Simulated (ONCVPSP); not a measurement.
## What the settings do to the ONCV potential of nitrogen (N)

Base potential:

N, optimised norm-conserving Vanderbilt (ONCV), made with ONCVPSP 4.0.1 (PW91, scalar-relativistic). Core [He], reference 2s2 2p2 (charge +1). Waves: 2s: rc 0.70 bohr, ncon 4, nbas 7, qcut 9.2 1/bohr, 2 projectors, debl 1.8 Ha; 2p: rc 1.35 bohr, ncon 3, nbas 7, qcut 12 1/bohr, 1 projector. Local part: polynomial inside 0.50 bohr (lpopt 5, dvloc0 2 Ha). Core correction: polynomial model core, fcfact 0.35.

Cutoffs, loose and tight: the cutoffs (Ha) at which the residual kinetic energy of the hardest occupied pseudo-wave falls to 1 and 0.1 mHa per electron. They do not see the model core or the augmentation charge, which bear on the density cutoff. Test errors are all-electron minus pseudo excitation energies from the reference, over the configurations 2s2 2p3; 2s2 2p1; 2s2 2p0; 2s1 2p4. A dash means not determined; rows that change the core or the reference have their own tests.

1 further variants are left out, since the program set their typed debl aside.

A true bound ghost makes a file unfit for plane-wave use even where its test errors are small: the radial tests pick states by their node count and pass the ghost by.

| change | outcome | cutoff, loose | cutoff, tight | bound ghosts | GHOST(+) flags above zero | largest test error (meV) |
| --- | --- | --- | --- | --- | --- | --- |
| base | generated | 174 Ha | 248 Ha | s | none | +167 |
| s: ncon 3, nbas 6 | generated | 38 Ha | 184 Ha | s | none | +161 |
| functional PBE | generated | 175 Ha | 248 Ha | s | none | +193 |
| local potential polynomial inside 0.65 bohr (lpopt 5, dvloc0 6 Ha) | generated | 174 Ha | 248 Ha | s | none | +167 |
| core correction polynomial model core, fcfact 0.64 | generated | 174 Ha | 248 Ha | s | none | +156 |

(1) What comes out with this change to the base: all radii but the core radius scaled by about 1.12 (s 0.78, p 1.52 bohr); local potential polynomial inside 0.56 bohr (lpopt 5, dvloc0 2 Ha)?

(2) What comes out with this change to the base: p: qcut 16.1?

(3) What comes out with this change to the base: reference 2s2 2p3?

Answers

(1) outcome: generated; cutoff, loose: 33 Ha; cutoff, tight: 100 Ha; bound ghosts: none; GHOST(+) flags above zero: s; largest test error (meV): +263.

(2) outcome: generated; cutoff, loose: 174 Ha; cutoff, tight: 248 Ha; bound ghosts: s; GHOST(+) flags above zero: none; largest test error (meV): +124.

(3) outcome: generated; cutoff, loose: 164 Ha; cutoff, tight: 246 Ha; bound ghosts: s; GHOST(+) flags above zero: none; largest test error (meV): +222.
